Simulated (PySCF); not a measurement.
C3H7BO2, SMILES CB(C=O)OC.

Geometry: PBE0-D3(BJ)/def2-SVP. The structure was generated by enumeration, and PubChem lists no compound with its InChIKey, so it may never have been made. Other conformers were not sampled.

Two levels are set side by side: TDDFT-PBE/def2-SVPD (PySCF) and TDDFT-B3LYP/def2-SVPD (PySCF). Vertical, same geometry. The lowest singlet is HOMO→LUMO 100 % with PBE and HOMO→LUMO 99 % with the other functional; states are paired by order. Differences are taken from unrounded values.

| quantity | TDDFT-B3LYP |
|---|---|
| lowest singlet excitation (eV) | 2.80 |
| lowest triplet excitation (TDA) (eV) | 2.15 |
| first bright state (f over 0.05) (eV) | 6.48 |
| its oscillator strength | 0.15 |

Problem. What does TDDFT-PBE give, and how far is it from TDDFT-B3LYP? (The exact figures need the calculation; the answer reports its results.)

Solution. 
```
quantity                               TDDFT-PBE  TDDFT-PBE minus TDDFT-B3LYP
-------------------------------------  ---------  ---------------------------
lowest singlet excitation (eV)              2.53                        -0.27
lowest triplet excitation (TDA) (eV)        1.88                        -0.26
first bright state (f over 0.05) (eV)       5.59                        -0.89
its oscillator strength                     0.11                        -0.04
```

Functionals without exact exchange tend to place singlet excitations lower, as here. Differences between two approximate levels are no errors against the true value.

Rough cost on one machine, each run with all the roots and properties that it gave: TDDFT-B3LYP against TDDFT-PBE about 4 times.
